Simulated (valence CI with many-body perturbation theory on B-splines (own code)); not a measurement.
**E1 transitions of O²⁺**

Level of theory: valence CI with perturbative core correlation (CI+MBPT): four valence electrons over a frozen Dirac-Fock core [He], a basis of 11 s, 11 p, 10 d, 8 f, 5 g, 2 h functions for each j, with the one-electron correlation potential Σ1, the two-electron term Σ2, the three-electron term Σ3, Breit, model QED; selected CI, second order for the rest, scaled by the run's own slope (own B-spline code, finite nucleus).

Against 32 measured levels this calculation errs by 133 cm⁻¹ on average and by 418 at most. These come from a selection out of Moore, Selected Tables of Atomic Spectra, NSRDS-NBS 3, section 11. Levels without a partner in it may be off by more. Among the levels kept, up to 2100 cm⁻¹ of a level comes from second order outside the variational space, and about a tenth of that is noise between levels of different J, which matters for small intervals.

Lines 1 to 50 of 563 in falling wavelength, among levels below 418922 cm⁻¹, chosen from the strongest by gf and those to the six lowest levels. Wavelengths and rates use the calculated energies, so an error of 100 cm⁻¹ moves a line at 47910 Å by 4.8 % and its rate by three times that or more. Electric multipoles are in the length gauge, E1 and E2 with the static RPA response of the core. Weak lines are less certain than strong ones. Lines between different terms over intervals too small for the method are left out, as are lines whose strength nearly cancels. Where a level lies close to another of its J and parity, the split of strength between their lines is uncertain. The highest levels of a list are the least certain.

Names give the largest LS component (configuration and term), which can be under half, so a name can repeat, a term be missing and a line seem to break the LS rules; names also repeat where a configuration has a term twice.

```tsv
λ vac (Å)	Upper	Lower	A (s⁻¹)	S (a.u.) with core polarisation	S without
47910	2s2p²3s ³D_3	2s²2p5s ³P°_2	2.27e+05	8.63e+01	8.63e+01
46760	2s²2p5f ¹G_4	2s²2p5d ³F°_3	1.53e+05	6.95e+01	6.95e+01
43560	2s²2p6d ¹F°_3	2s²2p6p ¹D_2	2.41e+06	6.88e+02	6.88e+02
42850	2s²2p6p ³S_1	2s²2p6s ¹P°_1	5.00e+05	5.82e+01	5.82e+01
41340	2s²2p6p ¹P_1	2s²2p6s ³P°_1	7.80e+05	8.16e+01	8.16e+01
39880	2s²2p6d ³F°_2	2s²2p6p ³D_2	3.71e+05	5.81e+01	5.81e+01
38710	2s²2p6d ³D°_2	2s²2p6p ³P_1	1.11e+06	1.59e+02	1.59e+02
38370	2s²2p6d ³F°_2	2s²2p6p ³D_1	1.34e+06	1.87e+02	1.87e+02
38290	2s²2p6d ³D°_3	2s²2p6p ³P_2	2.46e+06	4.77e+02	4.77e+02
37660	2s²2p6d ³F°_3	2s²2p6p ³D_2	3.52e+06	6.49e+02	6.49e+02
37620	2s²2p6d ³F°_4	2s²2p6p ³D_3	3.69e+06	8.72e+02	8.72e+02
37310	2s²2p6d ³D°_1	2s²2p6p ³P_0	1.99e+06	1.53e+02	1.53e+02
36430	2s²2p6d ³P°_2	2s²2p6p ³P_2	1.93e+06	2.31e+02	2.31e+02
36250	2s²2p6p ³D_3	2s²2p6s ³P°_2	2.91e+06	4.78e+02	4.78e+02
36040	2s²2p6d ³P°_1	2s²2p6p ³P_2	8.92e+05	6.19e+01	6.19e+01
35350	2s²2p6d ¹D°_2	2s²2p6p ³D_1	2.34e+06	2.55e+02	2.55e+02
35240	2s²2p6d ³P°_2	2s²2p6p ³P_1	6.13e+05	6.62e+01	6.62e+01
35040	2s²2p6p ³D_1	2s²2p6s ³P°_0	2.63e+06	1.67e+02	1.67e+02
35000	2s²2p6d ³P°_0	2s²2p6p ³P_1	3.20e+06	6.77e+01	6.77e+01
34970	2s²2p6p ³D_2	2s²2p6s ³P°_1	2.86e+06	3.02e+02	3.02e+02
34880	2s²2p6d ³P°_1	2s²2p6p ³P_1	2.22e+06	1.39e+02	1.39e+02
34690	2s²2p6d ³D°_1	2s²2p6p ³S_1	7.77e+05	4.80e+01	4.80e+01
33930	2s²2p6d ³F°_2	2s²2p6p ¹P_1	2.16e+06	2.08e+02	2.08e+02
33660	2s²2p6p ³S_1	2s²2p6s ³P°_1	1.49e+06	8.39e+01	8.39e+01
33580	2s²2p6d ³D°_2	2s²2p6p ³S_1	2.05e+06	1.91e+02	1.91e+02
33470	2s²2p6d ³D°_3	2s²2p6p ³D_3	1.50e+06	1.94e+02	1.94e+02
32860	2s²2p6p ³P_1	2s²2p6s ³P°_2	2.97e+06	1.56e+02	1.56e+02
32370	2s²2p6d ³D°_2	2s²2p6p ³D_2	9.27e+05	7.76e+01	7.76e+01
32040	2s²2p6d ³P°_2	2s²2p6p ³D_3	4.92e+05	3.99e+01	3.99e+01
31900	2s²2p6p ³P_2	2s²2p6s ³P°_2	4.11e+06	3.29e+02	3.29e+02
31550	2s²2p6d ¹D°_2	2s²2p6p ¹P_1	1.82e+06	1.41e+02	1.41e+02
31510	2s²2p6p ³P_0	2s²2p6s ³P°_1	4.55e+06	7.03e+01	7.03e+01
30940	2s²2p6d ³P°_2	2s²2p6p ³S_1	1.87e+06	1.37e+02	1.37e+02
30660	2s²2p6d ³P°_1	2s²2p6p ³S_1	1.56e+06	6.66e+01	6.66e+01
30350	2s²2p5p ¹P_1	2s²2p5s ¹P°_1	2.26e+06	9.35e+01	9.35e+01
29360	2s²2p5d ³F°_2	2s²2p5p ³D_1	1.29e+06	8.07e+01	8.07e+01
28610	2s²2p5d ³F°_3	2s²2p5p ³D_2	1.76e+06	1.42e+02	1.42e+02
28570	2s²2p5d ³F°_4	2s2p²3d ⁵P_3	9.11e+05	9.44e+01	9.44e+01
28220	2s²2p5d ¹P°_1	2s²2p5p ¹S_0	2.60e+06	8.66e+01	8.66e+01
27590	2s²2p6p ¹D_2	2s²2p6s ¹P°_1	6.02e+06	3.12e+02	3.12e+02
27370	2s²2p5d ³F°_4	2s²2p5p ³D_3	1.82e+06	1.66e+02	1.66e+02
26920	2s²2p4f ³G_4	2s²2p4d ³F°_3	7.93e+05	6.87e+01	6.87e+01
26910	2s²2p4f ³G_5	2s²2p4d ³F°_4	1.32e+06	1.40e+02	1.40e+02
25900	2s²2p4f ³G_3	2s²2p4d ³F°_2	6.77e+05	4.06e+01	4.06e+01
24950	2s²2p5d ³F°_3	2s²2p5p ¹D_2	7.27e+05	3.90e+01	3.90e+01
24630	2s²2p6p ¹S_0	2s²2p6s ¹P°_1	7.53e+06	5.55e+01	5.55e+01
23750	2s²2p5d ³D°_2	2s²2p5p ³D_2	1.09e+06	3.60e+01	3.60e+01
23520	2s²2p6d ¹P°_1	2s²2p6p ¹P_1	3.16e+06	6.08e+01	6.08e+01
23360	2s²2p5d ³D°_3	2s²2p5p ³D_3	8.10e+05	3.57e+01	3.57e+01
21620	2s²2p5d ³D°_3	2s²2p5p ³P_2	3.84e+06	1.34e+02	1.34e+02
```
